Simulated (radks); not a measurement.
Species: Pm. Configuration: [Xe] 4f5 6s2 (the NIST ground configuration).

Calculated with a radial shooting solver on a logarithmic mesh with Libxc functionals: Dirac Kohn-Sham, PBEsol, spin-unpolarised, spherical densities, finite nucleus; open shells fill j = l - 1/2 first; Fermi nuclear charge, rms radius 4.962 fm.

Energy parts (hartree):
| part | energy |
|---|---|
| total | -10022.9801 |
| kinetic | 10836.0697 |
| electron-nucleus | -24526.9803 |
| Hartree | 3893.9700 |
| exchange-correlation | -226.0394 |

Orbitals (lengths in bohr, moments of r in powers of bohr; r(max) is where P^2 peaks):
| orbital | occ. | eigenvalue (hartree) | r(max) | <1/r> |
|---|---|---|---|---|
| 1s1/2 | 2 | -1652.050 | 0.01479 | 67.40 |
| 2s1/2 | 2 | -268.4852 | 0.08399 | 15.99 |
| 2p1/2 | 2 | -254.2944 | 0.06371 | 15.97 |
| 2p3/2 | 4 | -233.7201 | 0.06925 | 14.29 |
| 3s1/2 | 2 | -58.52708 | 0.2389 | 5.800 |
| 3p1/2 | 2 | -52.43664 | 0.2258 | 5.716 |
| 3p3/2 | 4 | -48.30043 | 0.2377 | 5.295 |
| 3d3/2 | 4 | -37.69997 | 0.1898 | 5.168 |
| 3d5/2 | 6 | -36.80322 | 0.1932 | 5.062 |
| 4s1/2 | 2 | -11.62118 | 0.5524 | 2.415 |
| 4p1/2 | 2 | -9.30435 | 0.5590 | 2.309 |
| 4p3/2 | 4 | -8.39993 | 0.5844 | 2.167 |
| 4d3/2 | 4 | -4.58748 | 0.5981 | 1.947 |
| 4d5/2 | 6 | -4.42682 | 0.6065 | 1.911 |
| 4f5/2 | 5 | -0.08383 | 0.6349 | 1.305 |
| 4f7/2 | 0 | -0.06670 | 0.6402 | 1.286 |
| 5s1/2 | 2 | -1.53457 | 1.290 | 0.9229 |
| 5p1/2 | 2 | -0.91593 | 1.414 | 0.8079 |
| 5p3/2 | 4 | -0.79540 | 1.490 | 0.7568 |
| 6s1/2 | 2 | -0.13065 | 3.730 | 0.2873 |

The highest occupied level is 4f5/2 at -2.281 eV. Summed over all electrons, <r^2> = 85.86 bohr^2, which gives a Langevin (diamagnetic) susceptibility term of -68 x 10^-6 cm^3/mol.
